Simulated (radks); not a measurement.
Values are calculated unless marked as measured or tabulated.
The rhenium anion Re- inside a hard spherical wall (all orbitals vanish at R), configuration held at [Xe] 4f14 5d6 6s2 and not refilled when levels cross. Code: a radial shooting solver on a logarithmic mesh with Libxc functionals. Model: scalar-relativistic Kohn-Sham, PBEsol, spin-polarised, spherical densities, finite nucleus; open shells are filled with parallel spins first (spin-orbit coupling, left out, can overturn this in heavy ions); Fermi nuclear charge, rms radius 5.3698 fm. Eigenvalues in eV for spin up, with the zero of energy where the potential of the charges vanishes at infinity; a dash marks a level that is unbound or too diffuse for the functional's potential to be trusted. A positive occupied level is held by the wall or, in an anion where self-interaction has pushed it up, behind a barrier. The pressure on the wall is -dE/dV.

\begin{tabular}{lrrrrrrrrr}
R (bohr) & E (hartree) & kinetic (hartree) & e(5p) & e(4f) & e(6s) & e(5d) & e(6p, empty) & e(7s, empty) & pressure (GPa) \\ \hline
12 & -16684.7247 & 18429.048 & -39.793 & -34.224 & -0.335 & 1.035 & 3.220 & 4.184 & 0.0167 \\
10 & -16684.7209 & 18429.064 & -39.493 & -33.931 & -0.116 & 1.311 & 3.692 & 5.684 & 0.0775 \\
7 & -16684.6813 & 18429.254 & -38.042 & -32.477 & 1.027 & 2.615 & 5.737 & 12.300 & 1.77 \\
6 & -16684.6190 & 18429.532 & -36.635 & -31.025 & 2.247 & 3.859 & 7.680 & 18.225 & 6.42 \\
3.5 & -16683.0880 & 18435.150 & -23.253 & -16.032 & 19.910 & 16.929 & 32.643 & 82.586 & 416 \\
2.5 & -16677.1758 & 18455.922 & -1.736 & 9.764 & 68.941 & 43.143 & 94.782 & 217.12 & 5050 \\
\end{tabular}
